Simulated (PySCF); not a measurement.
A structure optimised at PBE-D3(BJ)/def2-SVP, used in a PySCF frequency run:

```xyz
15

C     -0.4927    -3.6926     0.0000
C      0.0428    -2.5929     0.0000
C      0.6490    -1.2629     0.0000
C     -0.3799    -0.1098     0.0000
Si     0.4242     1.6169     0.0000
N     -0.6552     2.9896     0.0000
H     -0.9588    -4.6674     0.0000
H      1.3184    -1.1726     0.8853
H      1.3184    -1.1726    -0.8853
H     -1.0435    -0.1991     0.8873
H     -1.0435    -0.1991    -0.8873
H      1.2841     1.7247    -1.2335
H      1.2841     1.7247     1.2335
H     -1.2134     3.1739     0.8375
H     -1.2134     3.1739    -0.8375
```
Charge 0, spin multiplicity 1.

**Question.** Write its SMILES, formula and point group.

**Answer.** C#CCC[SiH2]N, C₄H₉NSi, Cs

**Question.** What are its rotational constants (standard atomic weights)?

**Answer.** 12.220, 0.96973, 0.92355 GHz
